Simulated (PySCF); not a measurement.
Geometries of 4 isomers of C4H7BrO, from PBE0-D3(BJ)/def2-SVP geometry optimisation, gas phase (PySCF 2.14.0). One conformer each, no zero-point energy, no frequencies.

Question: Which isomer lies lowest at this level?
A.
```xyz
13
angstrom
C      1.520    0.367    0.009
C      0.405   -0.512    0.529
Br     1.030   -2.371    0.658
C     -0.852   -0.483   -0.321
C     -1.615    0.811   -0.244
O     -1.316    1.752    0.441
H      1.807    0.078   -1.014
H      2.410    0.298    0.649
H      1.176    1.413    0.003
H      0.155   -0.238    1.563
H     -0.625   -0.694   -1.382
H     -1.554   -1.280   -0.017
H     -2.536    0.838   -0.883
```
B.
```xyz
13
angstrom
C     -2.042   -0.216   -0.587
C     -0.714   -0.465   -1.254
O     -0.619   -1.062   -2.300
C      0.513    0.073   -0.541
C      1.781   -0.225   -1.303
Br     3.341    0.478   -0.385
H     -2.848   -0.633   -1.202
H     -2.061   -0.678    0.413
H     -2.204    0.864   -0.442
H      0.388    1.158   -0.388
H      0.551   -0.360    0.474
H      1.940   -1.304   -1.421
H      1.769    0.227   -2.302
```
C.
```xyz
13
angstrom
C      1.837    0.763   -0.039
O      1.024   -0.282   -0.499
C     -0.049   -0.533    0.322
C     -1.250   -1.161   -0.300
C     -1.299    0.273    0.134
Br    -2.353    0.796    1.638
H      1.281    1.716    0.031
H      2.660    0.883   -0.756
H      2.264    0.541    0.957
H      0.199   -0.821    1.354
H     -1.799   -1.902    0.285
H     -1.214   -1.341   -1.377
H     -1.290    1.042   -0.642
```
D.
```xyz
13
angstrom
O      2.483   -0.095    0.734
C      1.445   -0.070   -0.211
C      0.353    0.871    0.186
C     -0.967    0.638    0.201
C     -1.631   -0.633   -0.184
Br    -2.342   -0.545   -2.014
H      2.101   -0.350    1.580
H      1.896    0.285   -1.153
H      1.050   -1.081   -0.425
H      0.709    1.858    0.505
H     -1.637    1.453    0.496
H     -2.504   -0.845    0.444
H     -0.957   -1.497   -0.175
```

Answer: B. That is `CC(=O)CCBr`, 4.9 kcal/mol below the next.

```json
{"SMILES": "CC(=O)CCBr", "atoms numbered as above": "[CH3:1][C:2](=[O:3])[CH2:4][CH2:5][Br:6]", "E (Eh)": "-2804.98345", "relative (kcal/mol)": "0.0", "relative (kJ/mol)": "0.0", "dipole (D)": "2.63"}
{"SMILES": "C[C@H](Br)CC=O", "atoms numbered as above": "[CH3:1][C@H:2]([Br:3])[CH2:4][CH:5]=[O:6]", "E (Eh)": "-2804.97564", "relative (kcal/mol)": "4.9", "relative (kJ/mol)": "20.5", "dipole (D)": "1.69"}
{"SMILES": "OC/C=C\\CBr", "atoms numbered as above": "[OH:1][CH2:2]/[CH:3]=[CH:4]\\[CH2:5][Br:6]", "E (Eh)": "-2804.94455", "relative (kcal/mol)": "24.4", "relative (kJ/mol)": "102.1", "dipole (D)": "2.11"}
{"SMILES": "CO[C@@H]1C[C@H]1Br", "atoms numbered as above": "[CH3:1][O:2][C@@H:3]1[CH2:4][C@H:5]1[Br:6]", "E (Eh)": "-2804.93069", "relative (kcal/mol)": "33.1", "relative (kJ/mol)": "138.5", "dipole (D)": "1.15"}
```

As drawn, the lowest has a C=O bond, which the highest lacks; the highest has a three-membered ring, which the lowest lacks.
